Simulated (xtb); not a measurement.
Cl3OTa, quintet, geometry from GFN2-xTB of the parent state (such geometries of metal compounds can be far from the true shape) (another spin typed on purpose, not shown lowest); GFN1-xTB in xtb.

The xtb input:
```
$ xtb mol.xyz --gfn 1 --chrg 0 --uhf 4 --json

# file mol.xyz
5

Ta     0.15665099     0.08849969    -0.15002696
O      1.28874592     0.72807464    -1.23425093
Cl     1.08693711    -0.91589593     1.59030402
Cl    -1.17072286    -1.42716546    -1.06863054
Cl    -1.19536069     1.62040996     0.70338389
```

The log (banner, timings and long lists left out):

```
   ID    Z sym.   atoms
    1   73 Ta     1
    2    8 O      2
    3   17 Cl     3-5

           -------------------------------------------------
          |                Calculation Setup                |
           -------------------------------------------------

           -------------------------------------------------
          |                 G F N 1 - x T B                 |
           -------------------------------------------------

          ...................................................
          :                      SETUP                      :
          :.................................................:
          :  # basis functions                  44          :
          :  # atomic orbitals                  40          :
          :  # shells                           14          :
          :  # electrons                        32          :
          :  # halogen bonds                     3          :
          :  max. iterations                   250          :
          :  Hamiltonian                  GFN1-xTB          :
          :  restarted?                      false          :
          :  GBSA solvation                  false          :
          :  PC potential                    false          :
          :  electronic temp.          300.0000000     K    :
          :  accuracy                    1.0000000          :
          :  -> integral cutoff          0.2500000E+02      :
          :  -> integral neglect         0.1000000E-07      :
          :  -> SCF convergence          0.1000000E-05 Eh   :
          :  -> wf. convergence          0.2000000E-04 e    :
          :  Broyden damping             0.4000000          :
          :  net charge                          0          :
          :  unpaired electrons                  4          :
          ...................................................

 iter      E             dE          RMSdq      gap      omega  full diag
   1    -19.2912217 -0.192912E+02  0.891E+00    2.21       0.0  T
   2    -18.8307115  0.460510E+00  0.814E+00    2.26       1.0  T
   3    -19.0944429 -0.263731E+00  0.658E+00    2.05       1.0  T
   4    -19.1715516 -0.771087E-01  0.463E+00    2.07       1.0  T
   5    -19.3195663 -0.148015E+00  0.860E-01    2.14       1.0  T
   6    -19.2953302  0.242361E-01  0.182E+00    2.12       1.0  T
   7    -19.0577155  0.237615E+00  0.561E+00    2.16       1.0  T
   8    -19.2921136 -0.234398E+00  0.193E+00    2.13       1.0  T
[...]
         :: total energy             -19.255557119572 Eh    ::
[...]
        26                         -0.0842915              -2.2937
        27                         -0.0842915              -2.2937
        28                         -0.0842312              -2.2920
        29                         -0.0839062              -2.2832
       ...                                ...                  ...
        40                          0.5430412              14.7769
      -------------------------------------------------------------
                  HL-Gap            0.0785665 Eh            2.1379 eV
             Fermi-level           -0.3786774 Eh          -10.3043 eV

  Mulliken/CM5 charges         n(s)   n(p)   n(d)
     1Ta    0.58281  1.20741   0.497  0.582  3.338
     2O    -0.49514 -0.79242   1.760  4.735  0.000
     3Cl   -0.02922 -0.13833   1.874  5.131  0.024
     4Cl   -0.02922 -0.13833   1.874  5.131  0.024
     5Cl   -0.02922 -0.13833   1.874  5.131  0.024

Wiberg/Mayer (AO) data.
largest (>0.10) Wiberg bond orders for each atom

 ---------------------------------------------------------------------------
     #   Z sym  total        # sym  WBO       # sym  WBO       # sym  WBO
 ---------------------------------------------------------------------------
     1  73 Ta   4.201 --     2 O    1.577     4 Cl   0.875     5 Cl   0.875
                             3 Cl   0.875
     2   8 O    2.008 --     1 Ta   1.577     4 Cl   0.144     5 Cl   0.144
                             3 Cl   0.144
     3  17 Cl   1.236 --     1 Ta   0.875     2 O    0.144     4 Cl   0.109
                             5 Cl   0.109
     4  17 Cl   1.236 --     1 Ta   0.875     2 O    0.144     3 Cl   0.109
                             5 Cl   0.109
     5  17 Cl   1.236 --     1 Ta   0.875     2 O    0.144     4 Cl   0.109
                             3 Cl   0.109
 ---------------------------------------------------------------------------

Topologies differ in total number of bonds
Writing topology from bond orders to xtbtopo.mol

 dipole moment from electron density (au)
     X       Y       Z
  -1.0182  -0.5752   0.9751  total (Debye):    3.870

           -------------------------------------------------
          | TOTAL ENERGY              -19.255557119572 Eh   |
          | GRADIENT NORM               0.151090819950 Eh/α |
          | HOMO-LUMO GAP               2.137904239098 eV   |
           -------------------------------------------------

normal termination of xtb
```
